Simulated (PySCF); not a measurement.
Task: Write Cartesian coordinates for `C[CH2][GeH2][C]#N` as optimised with PBE0-D3(BJ)/def2-SVP.

Result: 
```xyz
12
C3H7GeN angstrom
C     -1.2294   -0.6476    0.6157
C     -0.6438    0.1140   -0.5665
Ge     1.1309    0.8426   -0.2117
C      2.2611   -0.6546    0.2593
N      2.9022   -1.5797    0.5388
H     -2.2215   -1.0577    0.3711
H     -1.3505   -0.0005    1.4985
H     -0.5868   -1.4916    0.9108
H     -0.5531   -0.5343   -1.4529
H     -1.2882    0.9591   -0.8599
H      1.1556    1.7841    1.0019
H      1.7800    1.5061   -1.4342
```

Orientation and origin are arbitrary. Atoms count from 1 in this order. Ge3 (germanium bonded to 2 C and 2 H) is distorted tetrahedral (angles from 105.8° to 113.7°). Of the pairs four or more bonds apart, C4···H8 is among the closest relative to their van der Waals radii: 3.04 Å, 105 % of the sum of Bondi's values.

Bonds between heavy atoms (Å): C1–C2 1.523, C2–Ge3 1.951, Ge3–C4 1.934, C4≡N5 1.160.

Method: PySCF, PBE0-D3(BJ)/def2-SVP geometry optimisation, gas phase.

Point group: C1 (no symmetry element, even within 0.4 Å). PBE0-D3(BJ)/def2-SVP frequencies: not computed here. The numbers are those of one conformer (C1–C2–Ge3–C4 58°).
